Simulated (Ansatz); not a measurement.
Ansatz (a program for electronic structure) input for F3OTa, SMILES [Ta]([F])([F])(=[O])[F] (connectivity only; charge and spin as stated), charge -1, multiplicity 2, CAM-B3LYP/def2-SVPD. The structure is a stationary point at B3LYP-D3(BJ)/def2-SVPD. The spin state was assumed, not searched. The isomer is the one that the SMILES or the coordinates give; other isomers of the formula were not compared. The def2 effective core potentials stand for the cores of Ta; spin–orbit coupling is left out.

Ansatz 0.2 input:
```yaml
crystal:
  periodic: [false, false, false]
  atoms:
    - {symbol: Ta, position_ang: [-0.03152439, 0.07151699, 0.00000000]}
    - {symbol: O, position_ang: [0.79809676, 1.62939119, -0.00000001]}
    - {symbol: F, position_ang: [0.73255527, -1.76569795, 0.00000001]}
    - {symbol: F, position_ang: [-0.59313841, -0.13136601, 1.85912955]}
    - {symbol: F, position_ang: [-0.59313840, -0.13136602, -1.85912956]}
basis:
  gaussian:
    orbitals: def2-SVPD
hamiltonian:
  xc: {name: CAM-B3LYP}
total_charge: -1
magnetization: {spin_polarized: true, initial_magnetization: 1}
```

Program output:

```
WARN ansatz: RAYON_NUM_THREADS=1 ignored (pool sized by the plan → 1); use --threads N
Functional definition: CAM-B3LYP
integrals: 0.06 GiB planned
1087 factors; their error is unknown
integrals: 0.09 GiB planned
347 factors; integrals over basis functions are off by at most 2.2e-5 eV
mean field: 0.86 GiB planned
mean field evaluation 1: about -11737.6610 eV, gradient 4.6e1 eV
mean field evaluation 2: about -11653.5957 eV, gradient 1.5e2 eV
mean field evaluation 4: about -11746.6478 eV, gradient 1.1e1 eV
mean field evaluation 8: about -11747.0722 eV, gradient 2.4e-1 eV
mean field evaluation 16: about -11747.1466 eV, gradient 1.8e-3 eV
mean field -11747.14659260 eV, -431.6996747763 hartree, gradient 5.9e-5 eV, S^2 0.751764; 1 other end points of the search recorded, 0 dependent functions left out
reference -11747.14671654 eV, -431.6996793308 hartree; 25, 24 occupied and 102, 103 virtual orbitals, 1087 factors
Total energy: -11747.14671654 eV, -431.6996793308 hartree
```

The calculation finished and met its thresholds.

Cost: about 16 core-seconds (a rough figure).
